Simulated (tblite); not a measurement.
Question: What does the GFN2-xTB structure of `C([C@@H]1[S+]C(=S)C1)#CC` [radical] look like in three dimensions? (Charge +1 and doublet state.)

Answer: 
```xyz
14
C6H6S2 angstrom
C      3.0973    0.0343    0.0951
C      1.7063   -0.0942   -0.1856
C      0.5263   -0.2320   -0.4160
C     -0.8661   -0.3709   -0.6858
C     -1.8201   -0.3662    0.5224
C     -2.6188    0.8124    0.0585
S     -3.9316    1.5066    0.7339
S     -1.7172    1.1609   -1.3645
H      3.4231    1.0595   -0.0819
H      3.6682   -0.6321   -0.5548
H      3.3011   -0.2387    1.1310
H     -1.0455   -1.1919   -1.3838
H     -2.4121   -1.2764    0.6395
H     -1.3115   -0.1717    1.4700
```

Orientation and origin are arbitrary. Atoms count from 1 in this order. C6 (carbon bonded to C and 2 S) is planar (angles 132.7°, 129.5° and 97.8°, sum 360.0°, 0.00 Å off the plane of its three neighbours). The 4-membered ring C4–C5–C6–S8 has internal angles of 76.9° to 97.8° (sum 360°, against 360° for a flat polygon); it is almost planar, 0.02 Å rms from its mean plane, widest ring torsion 3°. S8 (sulfur bonded to 2 C) is bent (angle 76.9°). The 5 C–C bonds span 1.210 Å (C2≡C3, drawn triple) to 1.539 Å (C4–C5, drawn single), a spread of 0.329 Å.

Bonds between heavy atoms (Å): C1–C2 1.425, C2≡C3 1.210, C3–C4 1.425, C4–C5 1.539, C5–C6 1.497, C6=S7 1.631, C6–S8 1.720, C4–S8 1.879.

The geometry is computed with GFN2-xTB (gas phase). This method treats the open shell by occupation alone, without spin polarisation.

Point group: C1 (no symmetry element, even within 0.4 Å). Its lowest GFN2-xTB frequency is 8i cm⁻¹, too small to tell a flat minimum from a shallow saddle.
